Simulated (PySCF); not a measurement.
C2H5BO2 (SMILES BOC(C)=O), singlet, geometry from GFN2-xTB; SVWN5/6-31G, polarisability in PySCF.

Input for PySCF:
```python
from pyscf import gto, scf, dft
from pyscf.prop import polarizability

mol = gto.Mole()
mol.atom = '''
    B    -1.41458584    1.31263708    0.50433055
    H    -1.02345525    1.56153874    1.58335403
    H    -2.38283412    1.78329397    0.04717857
    O    -0.79659534    0.41330148   -0.27754603
    C     0.40071868   -0.18119655   -0.03555849
    C     0.45065990   -1.56936860   -0.60898132
    O     1.29859656    0.37486991    0.52462842
    H     1.41733722   -2.02022565   -0.40683527
    H     0.28067055   -1.51789355   -1.68236505
    H    -0.34307027   -2.17187909   -0.17240537
'''
mol.basis = '6-31g'
mol.verbose = 4
mol.build()

mf = dft.RKS(mol)
mf.xc = 'lda,vwn'
mf.kernel()
alpha = mf.Polarizability().polarizability()[2, 2]
print('alpha_zz =', alpha)
```

Predict the main parts of the log of this PySCF run.


```
site-packages/pyscf/prop/efg/rhf.py:45: UserWarning: Module EFG is under testing
  warnings.warn('Module EFG is under testing')
site-packages/pyscf/prop/efg/dhf.py:30: UserWarning: Module EFG is under testing
  warnings.warn('Module EFG is under testing')
site-packages/pyscf/prop/zfs/uhf.py:40: UserWarning: Module ZFS is under testing
  warnings.warn('Module ZFS is under testing')
site-packages/pyscf/prop/gtensor/uhf.py:43: UserWarning: Module g-tensor is under testing
  warnings.warn('Module g-tensor is under testing')
site-packages/pyscf/prop/gtensor/uks.py:41: UserWarning: Module g-tensor is under testing
  warnings.warn('Module g-tensor is under testing')
site-packages/pyscf/prop/hfc/uks.py:35: UserWarning: Module HFC is under testing
  warnings.warn('Module HFC is under testing')
site-packages/pyscf/prop/magnetizability/rhf.py:39: UserWarning: Module magnetizability is under testing
  warnings.warn('Module magnetizability is under testing')
site-packages/pyscf/prop/magnetizability/uhf.py:37: UserWarning: Module magnetizability is under testing
  warnings.warn('Module magnetizability is under testing')
site-packages/pyscf/prop/magnetizability/rks.py:37: UserWarning: Module magnetizability is under testing
  warnings.warn('Module magnetizability is under testing')
site-packages/pyscf/prop/magnetizability/uks.py:39: UserWarning: Module magnetizability is under testing
  warnings.warn('Module magnetizability is under testing')
site-packages/pyscf/prop/polarizability/uhf.py:34: UserWarning: Module polarizability is under testing
  warnings.warn('Module polarizability is under testing')
site-packages/pyscf/prop/polarizability/rks.py:29: UserWarning: Module polarizability is under testing
  warnings.warn('Module polarizability is under testing')
site-packages/pyscf/prop/polarizability/uks.py:29: UserWarning: Module polarizability is under testing
  warnings.warn('Module polarizability is under testing')
PySCF version 2.14.0

[INPUT] verbose = 4
[INPUT] num. atoms = 10
[INPUT] num. electrons = 38
[INPUT] charge = 0
[INPUT] spin (= nelec alpha-beta = 2S) = 0
[INPUT] symmetry False subgroup None
[INPUT] Mole.unit = angstrom
[INPUT] Symbol           X                Y                Z      unit          X                Y                Z       unit  Magmom
[...]
nuclear repulsion = 163.647587595474
number of shells = 35
number of NR pGTOs = 130
number of NR cGTOs = 55
basis = 6-31g
ecp = {}

******** <class 'pyscf.dft.rks.RKS'> ********
method = RKS
initial guess = minao
damping factor = 0
level_shift factor = 0
DIIS = <class 'pyscf.scf.diis.CDIIS'>
diis_start_cycle = 1
diis_space = 8
diis_damp = 0
SCF conv_tol = 1e-09
SCF conv_tol_grad = None
SCF max_cycles = 50
direct_scf = True
direct_scf_tol = 1e-13
XC library pyscf.dft.libxc version 7.1.2
    S. Lehtola, C. Steigemann, M. J. T. Oliveira, and M. A. L. Marques,  SoftwareX 7, 1–5 (2018)
XC functionals = lda,vwn
    P. A. M. Dirac,  Math. Proc. Cambridge Philos. Soc. 26, 376 (1930)
    F. Bloch,  Z. Phys. 57, 545 (1929)
    S. H. Vosko, L. Wilk, and M. Nusair,  Can. J. Phys. 58, 1200 (1980)
radial grids:
    Treutler-Ahlrichs [JCP 102, 346 (1995); DOI:10.1063/1.469408] (M4) radial grids

becke partition: Becke, JCP 88, 2547 (1988); DOI:10.1063/1.454033
pruning grids: <function nwchem_prune>
grids dens level: 3
symmetrized grids: False
atomic radii adjust function: <function treutler_atomic_radii_adjust>
small_rho_cutoff = 0
Set gradient conv threshold to 3.16228e-05
Initial guess from minao.
tot grids = 119488
init E= -252.903694461068
[...]
cycle= 1 E= -252.165427100486  delta_E= 0.738  |g|= 0.988  |ddm|= 3.13
[...]
cycle= 2 E= -251.175954116033  delta_E= 0.989  |g|= 2.33  |ddm|= 3.41
[...]
cycle= 3 E= -252.321316287916  delta_E= -1.15  |g|= 0.472  |ddm|= 2.86
[...]
cycle= 4 E= -252.365137557771  delta_E= -0.0438  |g|= 0.166  |ddm|= 0.524
[...]
cycle= 5 E= -252.369260296846  delta_E= -0.00412  |g|= 0.0714  |ddm|= 0.159
[...]
cycle= 6 E= -252.370407826309  delta_E= -0.00115  |g|= 0.0119  |ddm|= 0.0635
[...]
cycle= 7 E= -252.370446900029  delta_E= -3.91e-05  |g|= 0.00232  |ddm|= 0.0157
[...]
cycle= 8 E= -252.370448512061  delta_E= -1.61e-06  |g|= 0.000248  |ddm|= 0.00368
[...]
cycle= 9 E= -252.370448523513  delta_E= -1.15e-08  |g|= 0.000128  |ddm|= 0.000378
[...]
cycle= 10 E= -252.370448528082  delta_E= -4.57e-09  |g|= 2.54e-05  |ddm|= 0.000182
[...]
cycle= 11 E= -252.370448528286  delta_E= -2.04e-10  |g|= 3.95e-06  |ddm|= 4.53e-05
[...]
Extra cycle  E= -252.370448528284  delta_E= 1.59e-12  |g|= 6.03e-06  |ddm|= 1.22e-05
converged SCF energy = -252.370448528284
Isotropic polarizability 37.8156430447
Polarizability anisotropy 9.18336874913
alpha_zz = 31.917358628543774
```
